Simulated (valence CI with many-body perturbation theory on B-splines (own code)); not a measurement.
**Valence orbitals of Pt63+**

Level of theory: relativistic CI+MBPT: five valence electrons over a frozen Dirac-Fock core [Ne], a basis of 11 s, 11 p, 10 d, 8 f, 5 g, 2 h functions for each j, with the one-electron correlation potential Σ1, the two-electron term Σ2, the three-electron term Σ3, Breit, model QED; selected CI, second order for the rest, scaled by the run's own slope (own B-spline code, finite nucleus).

No measured spectrum was set against this ion. As an estimate, large intervals hold to a few tenths of a per cent, small ones and those within an open d or f shell to about a per cent. Among the levels kept, up to 3100 cm⁻¹ of a level comes from second order outside the variational space, and about a tenth of that is noise between levels of different J, which matters for small intervals.

These are the spectroscopic orbitals of the CI (the correlating ones are not listed), shaped by the core and the other valence electrons. h is the expectation value of the core's Dirac-Fock operator, without the valence repulsion; Σ1 is computed up to l = 3 at one energy for each symmetry, that of its lowest orbital but kept below the first core excitation, so for empty shells it is not the orbital's own correlation shift; Breit and QED include the response of the core.

| Orbital | h (hartree) | Σ1 (cm⁻¹) | Breit (cm⁻¹) | QED (cm⁻¹) | ⟨r⟩ (bohr) |
| --- | --- | --- | --- | --- | --- |
| 3s1/2 | -298.11 | -7541 | 57059 | 48776 | 0.1731 |
| 4s1/2 | -161.84 | -2531 | 21921 | 19420 | 0.3223 |
| 5s1/2 | -101.3 | -1159 | 10399 | 9471 | 0.5196 |
| 6s1/2 | -69.298 | -633 | 5801 | 5323 | 0.7632 |
| 7s1/2 | -50.36 | -384 | 3563 | 3284 | 1.054 |
| 8s1/2 | -38.239 | -251 | 2345 | 2167 | 1.391 |
| 3p1/2 | -291.68 | -9899 | 95884 | 4009 | 0.1624 |
| 4p1/2 | -159.16 | -3264 | 36986 | 1615 | 0.3140 |
| 5p1/2 | -99.962 | -1502 | 17715 | 800 | 0.5130 |
| 6p1/2 | -68.533 | -821 | 9925 | 453 | 0.7586 |
| 7p1/2 | -49.884 | -500 | 6114 | 281 | 1.051 |
| 8p1/2 | -37.923 | -327 | 4032 | 186 | 1.390 |
| 3p3/2 | -273.85 | -8100 | 50668 | 7680 | 0.1746 |
| 4p3/2 | -151.86 | -2812 | 19797 | 3106 | 0.3303 |
| 5p3/2 | -96.297 | -1322 | 10739 | 1547 | 0.5334 |
| 6p3/2 | -66.441 | -732 | 6066 | 881 | 0.7832 |
| 7p3/2 | -48.58 | -449 | 3759 | 548 | 1.080 |
| 8p3/2 | -37.056 | -296 | 2491 | 364 | 1.423 |
| 3d3/2 | -266.42 | -10300 | 43322 | -1164 | 0.1490 |
| 4d3/2 | -149 | -2916 | 15695 | -340 | 0.3078 |
| 5d3/2 | -94.891 | -1304 | 7461 | -146 | 0.5133 |
| 6d3/2 | -65.645 | -708 | 4159 | -76.5 | 0.7654 |
| 7d3/2 | -48.085 | -430 | 2560 | -45.3 | 1.064 |
| 3d5/2 | -262.34 | -8810 | 20732 | 964 | 0.1527 |
| 4d5/2 | -147.25 | -2481 | 7388 | 515 | 0.3123 |
| 5d5/2 | -93.991 | -1111 | 3627 | 283 | 0.5188 |
| 6d5/2 | -65.124 | -605 | 2027 | 168 | 0.7720 |
| 7d5/2 | -47.757 | -368 | 1250 | 108 | 1.072 |
| 4f5/2 | -145.72 | -2435 | 1572 | -260 | 0.2719 |
| 5f5/2 | -93.224 | -1186 | 1073 | -136 | 0.4803 |
| 6f5/2 | -64.687 | -669 | 663 | -78.8 | 0.7351 |
| 7f5/2 | -47.485 | -415 | 440 | -49.6 | 1.037 |
| 4f7/2 | -144.96 | -2273 | 489 | 140 | 0.2742 |
| 5f7/2 | -92.832 | -1100 | 330 | 68.9 | 0.4829 |
| 6f7/2 | -64.46 | -619 | 195 | 39.4 | 0.7382 |
| 7f7/2 | -47.342 | -384 | 130 | 24.7 | 1.040 |
| 5g7/2 | -92.656 |  | 34.9 | -65.0 | 0.4249 |
| 6g7/2 | -64.36 |  | 34.7 | -38.3 | 0.6807 |
| 7g7/2 | -47.279 |  | 27.0 | -24.4 | 0.9835 |
| 5g9/2 | -92.429 |  | 7.8 | 49.6 | 0.4265 |
| 6g9/2 | -64.228 |  | 7.7 | 28.5 | 0.6825 |
| 7g9/2 | -47.195 |  | 5.8 | 17.8 | 0.9855 |
| 6h9/2 | -64.198 |  |  |  | 0.6062 |
| 6h11/2 | -64.111 |  |  |  | 0.6075 |

Among the shells of the start configuration 3s2 3p3, Σ1 is largest in size for 3p1/2, where it is 0.015 % of h.

Lowest root of each symmetry, sizes in configuration state functions:

```csv
J,Parity,Roots,Reference,Variational,Second order,Change by selected CI (cm⁻¹),Change by second order (cm⁻¹)
1/2,even,15,84,31997,600184,-18787,-619
3/2,even,22,135,31995,970935,-22355,-895
5/2,even,20,147,32000,1486670,-22544,-1368
7/2,even,13,118,31996,1658582,-21329,-1866
9/2,even,6,80,31999,1225805,-22080,-1207
11/2,even,1,37,31972,393698,-19618,-545
13/2,even,1,15,31998,275923,-24113,-346
1/2,odd,18,88,31996,639954,-19127,-730
3/2,odd,29,145,31999,1277605,-18361,-1102
5/2,odd,27,153,31999,1575563,-17493,-1874
7/2,odd,20,129,31981,1575602,-19569,-2468
9/2,odd,11,83,31999,1108271,-19438,-1465
11/2,odd,4,43,31993,1117554,-20441,-1089
```
